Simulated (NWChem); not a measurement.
System: CdSi$_{2}$H$_{6}$; SMILES [SiH3][Cd][SiH3]

NWChem input:

```
start job
memory heap 200 mb stack 900 mb global 1100 mb
geometry units angstroms noautosym nocenter noautoz
  Cd    -0.692837     0.000073     0.000000
  Si    -0.693540     0.000074     2.536262
  H     -1.341788     1.230784     3.097287
  H     -1.435809    -1.176225     3.097464
  H      0.695745    -0.054138     3.098769
  Si    -0.693540     0.000074    -2.536262
  H     -1.435809    -1.176225    -3.097464
  H     -1.341788     1.230784    -3.097287
  H      0.695745    -0.054138    -3.098769
end
basis spherical
  * library def2-svp
end
ecp
  Cd library def2-ecp
end
dft
  xc xcamb88 1.00 lyp 0.81 vwn_5 0.19 hfexch 1.00
  cam 0.33 cam_alpha 0.19 cam_beta 0.46
  iterations 150
  vectors input atomic output neutral.movecs
end
task dft energy
charge 1
dft
  odft
  mult 2
  vectors input atomic output cation.movecs
end
task dft energy
```

All runs use the structure optimised with PBE0/def2-SVP. Not confirmed as a minimum by frequencies. def2 effective core potentials on Cd; no spin-orbit coupling.

Ions are spin-unrestricted doublets at the neutral geometry; other ion states weren't tried.

Task: Give the results of this calculation. (CAM-B3LYP/def2-SVP with def2 effective core potentials on Cd, vertical spin-unrestricted ions.) Quantities: vertical ionisation energy, ΔSCF (eV); −ε(HOMO) (eV).

Result: 
| Property | Value |
|---|---|
| vertical ionisation energy, ΔSCF (eV) | 8.61 |
| −ε(HOMO) (eV) | 7.83 |
